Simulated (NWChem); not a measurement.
System: SnF cation, singlet; SMILES [Sn+][F]

```xyz
2

Sn     0.0000     0.0000    -0.2403
F      0.0000     0.0000     1.6634
```
Atoms are numbered in this order, from 1.

Program: NWChem. Low-valent species are run as closed-shell singlets; no triplet was tried in these runs. All runs use the structure optimised with PBE0/def2-SVP. def2 effective core potentials on Sn; no spin-orbit coupling. Vertical excitations in the gas phase; the lowest state need not have the same character in each row.

```
level                            lowest excitation, singlet (eV)  oscillator strength of that lowest state  lowest state with f > 0.02, singlet (eV)  orbital gap (eV)
-------------------------------  -------------------------------  ----------------------------------------  ----------------------------------------  ----------------
PBE/def2-SVPD, full TDDFT                                   5.42                                     0.000                                      5.60              5.04
B3LYP/def2-SVPD, full TDDFT                                  ___                                       ___                                       ___               ___
BHandHLYP/def2-SVPD, full TDDFT                             6.30                                     0.132                                      6.30              9.03
PBE0/def2-SVPD, full TDDFT                                  5.98                                     0.095                                      5.98              7.11
```

Q: Some entries are withheld; supply them.

A: 
- B3LYP/def2-SVPD, full TDDFT, lowest excitation, singlet (eV): 5.86
- B3LYP/def2-SVPD, full TDDFT, oscillator strength of that lowest state: 0.078
- B3LYP/def2-SVPD, full TDDFT, lowest state with f > 0.02, singlet (eV): 5.86
- B3LYP/def2-SVPD, full TDDFT, orbital gap (eV): 6.64
